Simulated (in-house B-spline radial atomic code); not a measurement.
## Ionising Pt IX (Pt8+) with different functionals

Computed with an all-electron radial atomic-structure program (B-spline basis): scalar-relativistic (spin-free X2C) Hamiltonian, Fermi nucleus of rms radius 5.427 fm, spin-polarised at highest spin, spherical fractional occupations for the functionals, and exact exchange of hybrids averaged over the configuration. The ionisation energy is the difference of two self-consistent energies, [Xe] 4f14 5d2 → [Xe] 4f14 5d1, without Breit or QED terms; ε is the level of the shell that loses the electron (its least bound occupied spin orbital). There is no spin-orbit coupling in this Hamiltonian.

| method | rung | ΔSCF (eV) | -ε(5d) (eV) |
| --- | --- | --- | --- |
| PBE0 | global hybrid | 126.29 | 120.00 |
| B3LYP | global hybrid | 126.32 | 119.52 |
| TPSSh | global hybrid | ? | ? |
| M06-2X | global hybrid | 126.46 | 122.63 |
| BHandHLYP | global hybrid | 126.18 | 122.10 |
| r2SCAN0 | global hybrid | 126.27 | 120.08 |
| B97-1 | global hybrid | 126.14 | 119.47 |
| HSE06 | range-separated hybrid | 126.22 | 119.51 |
| wB97X | range-separated hybrid | 125.81 | 122.22 |
| CAM-B3LYP | range-separated hybrid | ? | ? |
| LC-wPBE | range-separated hybrid | 126.24 | 122.88 |

Task: What does CAM-B3LYP give?

Result: ΔSCF 126.29 eV, and -ε(5d) = 121.47 eV.

Task: What does TPSSh give?

Result: ΔSCF 126.17 eV, and -ε(5d) = 118.54 eV.

Task: Among the functionals, which spreads more, the ΔSCF values or the orbital energies?

Result: The orbital energies: ΔSCF values span about 0.65 eV and the orbital energies 4.34 eV; here energy differences depend much less on the functional than eigenvalues do.

Task: How do they compare with the NIST value?

Result: NIST lists 126 eV ± 2.2 (tabulated theory, ground level to ground level). Errors run from -0.19 to +0.46 eV; all lie within about twice that uncertainty, so the table can't rank the methods.
